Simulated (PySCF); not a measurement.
A TDDFT job was run through a driver script with this input:

```
{"job": {"kind": "uv", "xc": "CAM-B3LYP", "basis": "def2-SVPD", "ip": false, "nstates": 10}, "charge": 0, "multiplicity": 1}
Pd    -0.040464     0.027093     0.005088
As    -0.092899    -0.063076     2.455530
H     -1.362967    -0.265959     3.273794
H      0.397481     1.081467     3.334983
H      0.686398    -1.114938     3.236327
As     2.304763     0.022821    -0.704769
H      3.231490    -1.146463    -0.391907
H      3.320458     1.065309    -0.251229
H      2.742722     0.097523    -2.162538
As    -1.143072     2.044510    -0.835294
H     -2.483716     2.533648    -0.299621
H     -1.556708     2.218379    -2.291239
H     -0.503811     3.425424    -0.753240
As    -1.116032    -1.970287    -0.912387
H     -0.776896    -3.369992    -0.412629
H     -1.016230    -2.369889    -2.379370
H     -2.619057    -2.216189    -0.851249
```

Its output, with some lines taken out ([cut]):

```
coarse grid: 67168 points
cycle   1  E = -9076.1284355873  dE = -1.240e+01  |g| = 2.468e+00  |ddm| = 7.524e+00
cycle   2  E = -9052.1303955803  dE =  2.400e+01  |g| = 6.226e+00  |ddm| = 9.250e+01
cycle   3  E = -9077.2037818241  dE = -2.507e+01  |g| = 1.558e+00  |ddm| = 9.250e+01
cycle   4  E = -9077.8960621598  dE = -6.923e-01  |g| = 4.523e-01  |ddm| = 2.655e+00
cycle   5  E = -9077.9236579595  dE = -2.760e-02  |g| = 1.688e-01  |ddm| = 8.084e-01
cycle   6  E = -9077.9283831910  dE = -4.725e-03  |g| = 2.549e-02  |ddm| = 2.234e-01
cycle   7  E = -9077.9285253874  dE = -1.422e-04  |g| = 1.212e-02  |ddm| = 6.513e-02
cycle   8  E = -9077.9285563199  dE = -3.093e-05  |g| = 1.573e-03  |ddm| = 1.922e-02
cycle   9  E = -9077.9285569495  dE = -6.297e-07  |g| = 3.533e-04  |ddm| = 2.672e-03
final grid: 131168 points
cycle  10  E = -9077.9285001172  dE = -2.319e-09  |g| = 6.538e-04  |ddm| = 3.044e-03
cycle  11  E = -9077.9284997619  dE =  3.553e-07  |g| = 1.460e-03  |ddm| = 2.512e-03
cycle  12  E = -9077.9285002051  dE = -4.433e-07  |g| = 7.099e-05  |ddm| = 1.723e-03
cycle  13  E = -9077.9285002058  dE = -6.730e-10  |g| = 9.552e-06  |ddm| = 1.063e-04
converged SCF energy = -9077.9285002058

Static polarisability (au): isotropic 181.237, principal 180.385 181.159 182.168

Singlet excitations
state   eV       nm        f      main configurations
  1   4.7086    263.3   0.00083   H->L+2 0.56, H-1->L+1 0.30
  2   4.7263    262.3   0.00135   H->L+3 0.49, H->L+1 0.17, H-2->L+1 0.16
  3   4.7462    261.2   0.00139   H-1->L+3 0.37, H-2->L+2 0.34, H-1->L+1 0.15
[cut]
[cut]
  6   4.8376    256.3   0.00377   H-2->L+1 0.43, H-2->L+2 0.14, H->L+3 0.12
  7   4.8425    256.0   0.05683   H-1->L 0.73, H-1->L+2 0.10
[cut]
  9   4.9073    252.7   0.13172   H->L+1 0.54, H->L+3 0.21
[cut]

Triplet excitations (Tamm-Dancoff, eV): 4.4166 4.4657 4.4745 4.4946
```

Method used: PySCF 2.14.0, density-fitted response routines, TDDFT CAM-B3LYP/def2-SVPD, vertical, gas phase, core orbitals frozen in the response, def2 core potentials past Kr. Isolated species at its PBE0-D3(BJ)/def2-SVP geometry, gas phase. Atoms past krypton carry effective core potentials; spin–orbit coupling is left out.

Problem. What stood in the cut lines?

Solution. 
```
  4   4.8035    258.1   0.06658   H->L 0.81
  5   4.8131    257.6   0.03237   H-1->L+1 0.21, H-1->L 0.17, H->L+2 0.17
  8   4.8717    254.5   0.11218   H-2->L 0.83
 10   4.9294    251.5   0.10454   H-1->L+2 0.40, H-1->L+1 0.12, H->L+2 0.12
```

Problem. How much of the mean polarisability do the listed states account for?

Solution. The sum over states Σ f/ΔE² (ΔE in hartree) gives 15.94 au, 9% of the total; the rest comes from higher roots of the same response equations.

Problem. Which orbital energies lie behind H and L?

Solution. HOMO -6.78 eV and LUMO 0.63 eV, a gap of 7.41 eV; state 1 differs from that by -2.70 eV.

Problem. How many basis functions and electrons does this run hold?

Solution. 282 basis functions for 162 electrons in 81 doubly occupied orbitals (core potentials stand for the other electrons).

Problem. Which species is it?

Solution. Pd(AsH3)4 (`[AsH3]->[Pd](<-[AsH3])(<-[AsH3])<-[AsH3]`) (As4H12Pd).

The SCF starts on a coarse grid; the energy jumps when the final grid takes over, and dE counts afresh there. H and L stand for HOMO and LUMO.

The run took 6.0 min (grids of density and orbitals included) on an Arm Neoverse V1 with one thread, shared host with 32 logical CPUs at a one-minute load of 61, and the process peaked at 1.7 GiB of memory.
